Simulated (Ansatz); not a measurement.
Saddle point of AlH2BrF2, singlet (AlBrF₂ ([F][Al]([F])[Br]) + H₂ → AlHF₂ ([F][AlH][F]) + HBr (still joined by a long Al–Br bond); bonds formed: Al1–H6, Br2–H5; bonds broken: H5–H6; bonds weakened to dative contacts: Al1–Br2), PBE0-D4/def2-TZVP structure:

Al1  (-0.563, -0.264, 0.116)
Br2  (2.004, -0.152, -0.052)
F3  (-1.071, -1.345, -1.006)
F4  (-0.933, -0.449, 1.702)
H5  (0.943, 0.938, -0.358)
H6  (-0.380, 1.271, -0.401)
(Å)

Energies are electronic, without zero-point energy. Barriers and step energies count from the start structure reached by relaxing down the imaginary mode; all methods use the PBE0-D4 structures, on which another method's saddle can fall below an end. Computed with Ansatz 0.2.0 (basis: def2-TZVPP, with def2-QZVPP for the basis limit); correlated methods freeze the cores. Filled d shells of the heavier atoms are correlated. The def2 sets are not built for correlating such inner shells, so the correlated values are less sure here. B3LYP uses VWN-RPA correlation. Extrapolation: Hartree–Fock as exp(−7.88 √X), correlation as X^−2.97.

```tsv
method	barrier (kcal/mol)	step energy (kcal/mol)
SPW92	25.35	24.47
PBE-D4	29.64	25.64
BLYP-D4	31.84	25.34
r2SCAN-D4	32.63	28.04
B97M-V	31.94	23.95
PBE0-D4	32.63	26.47
B3LYP-D4	34.00	25.98
r2SCAN0-D4	?	28.20
BHLYP-D4	37.50	26.80
CAM-B3LYP-D4	34.88	25.48
wB97X-V	35.88	26.02
wB97M-V	?	26.31
B2PLYP	35.64	26.78
PBE-QIDH	35.75	27.65
RPA on PBE	34.52	24.01
HF	?	27.26
MP2	37.11	28.22
CCSD	37.20	26.01
CCSD(T)	36.12	26.22
```

Question: Fill in the withheld barriers. (An estimate is asked for; the value comes from the calculation.)

Answer: Computed: HF 44.10; r2SCAN0-D4 34.66; wB97M-V 35.91 kcal/mol. Each is the energy of the saddle less that of the start structure, by the same method.

For comparison, the barrier by CCSD(T) at an estimated basis limit (MP2 extrapolated from triple and quadruple zeta, plus CCSD(T) − MP2 in triple zeta) is 36.87 kcal/mol.

The T1 diagnostic stays at or below 0.011. The start structure is not quite a true minimum (one mode of 37i cm⁻¹). The end structure is not quite a true minimum (one mode of 83i cm⁻¹).

Labels in which every atom is bracketed show which atoms are joined, not bond orders.

For scale, one of the runs: CCSD(T)/def2-TZVPP, 180 basis functions, launched by `ansatz run in.yaml --threads 4 --pin off --events-out ev --progress --plain --max-ram 9574MiB`. Time: 50 s of wall clock on 4 CPU threads of an Arm Neoverse V1; the host was shared. Peak host memory: 1.8 GiB.
